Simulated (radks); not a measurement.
The nuclear charge of the tantalum ion Ta2+ is varied continuously with 71 electrons held in [Xe] 4f14 5d3. Method: scalar-relativistic Kohn-Sham, BLYP, spin-polarised, spherical densities, point nucleus; open shells are filled with parallel spins first (spin-orbit coupling, left out, can overturn this in heavy ions); computed with a radial shooting solver on a logarithmic mesh with Libxc functionals. By the Hellmann-Feynman theorem dE/dZ = E(electron-nucleus)/Z, the electronic potential at the nucleus. The scalar-relativistic energy here is not variational (the density holds large components alone), so the two differ by a part that grows with Z.

Z,E (hartree),E(electron-nucleus)/Z (hartree),HOMO,e(HOMO) (eV),<r> HOMO (bohr)
72.5,-15340.3561,-521.957,5d,-13.354,2.145
72.75,-15472.1715,-524.684,5d,-16.083,2.058
73,-15604.6818,-527.413,5d,-18.968,1.982
73.25,-15737.8877,-530.143,5d,-21.999,1.915
73.5,-15871.7898,-532.877,5d,-25.167,1.856
73.75,-16006.3890,-535.613,5d,-28.465,1.803
74,-16141.6863,-538.353,5d,-31.886,1.755

The central difference of E at Z = 73 is -531.432 hartree, to compare with the third column; the second derivative is -11.1 hartree.
